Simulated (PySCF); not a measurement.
# Ionisation energy along the 3-electron series

Calculated with PySCF 2.14 and a two-component X2C-1e Hamiltonian (Gaussian nucleus, no Breit or QED terms), each ion in its own even-tempered basis scaled to its charge; GMP2 freezes nothing and drops the highest virtual spinors. Values in eV. NIST values: (m) measured, (s) semi-empirical, (t) theoretical.

```tsv
ion	configuration	GHF (screened spin-orbit)	GMP2 (screened spin-orbit)	NIST
Ag(44+)	[He] 2s1	7276.5	7276.7	7271.3 (t)
In(46+)	[He] 2s1	7959.2	7959.4	7953.1 (t)
```

Task: Fill in the row of Cd(45+).

Result: configuration: [He] 2s1; GHF (screened spin-orbit): 7613.6; GMP2 (screened spin-orbit): 7613.8; NIST: 7607.9 (t).
